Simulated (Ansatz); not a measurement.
Total energies of `CCCCCCCCCCCC[Si](C)(C)Cl` from Ansatz at PBE0-D4/def2-TZVP, gas phase (1 Eh = 27.2114 eV = 2625.5 kJ/mol). The reference geometry is relaxed at PBE-D4/def2-SVP.

| state | geometry | energy (Eh) |
| --- | --- | --- |
| charge 0 singlet | reference | -1301.25326 |
| charge 1 doublet | reference | -1300.90956 |
| charge -1 doublet | reference | -1301.18992 |
| free C atom (triplet) | – | -37.80537 |
| free Si atom (triplet) | – | -289.24943 |
| free Cl atom (doublet) | – | -459.99739 |
| free H atom (doublet) | – | -0.50104 |

Single mean-field runs in def2-TZVP are fitted with def2-universal-jkfit.

**Question.** Work out the vertical ionisation energy to the doublet.

**Answer.** E(charge 1 doublet) − E(charge 0 singlet) = -1300.90956 − (-1301.25326) = 0.34370 Eh = 9.35 eV. For comparison, −ε of the highest occupied level is 7.96 eV at this level, 1.39 eV less.

**Question.** Work out the vertical electron affinity, to the doublet.

**Answer.** E(charge 0 singlet) − E(charge -1 doublet) = -1301.25326 − (-1301.18992) = -0.06334 Eh = -1.72 eV; negative, so the extra electron isn't bound. The basis lacks diffuse functions, which makes affinities too small.

**Question.** Give the fundamental gap IE − EA, the Mulliken electronegativity (IE + EA)/2 and the hardness (IE − EA)/2.

**Answer.** From the values in Eh: IE − EA = 0.34370 − (-0.06334) = 0.40704 Eh = 11.08 eV; (IE + EA)/2 = 3.81 eV; (IE − EA)/2 = 5.54 eV. The HOMO–LUMO gap of the same run is 8.78 eV, 2.30 eV smaller than the fundamental gap.

**Question.** What is the binding energy per atom against free atoms?

**Answer.** Atoms: 14 × (-37.80537) + 1 × (-289.24943) + 1 × (-459.99739) + 31 × (-0.50104) = -1294.05424 Eh. Binding: -1294.05424 − (-1301.25326) = 7.19902 Eh = 195.90 eV, or 4.17 eV for each of 47 atoms (no zero-point energy, no counterpoise term).

At PBE0-D4/def2-TZVP the highest occupied level of the charge -1 doublet lies above zero (up to 2.67 eV). By energy differences it is unbound by 1.72 eV (vertical, against the charge 0 singlet, at PBE0-D4/def2-TZVP) and held by the finite basis.
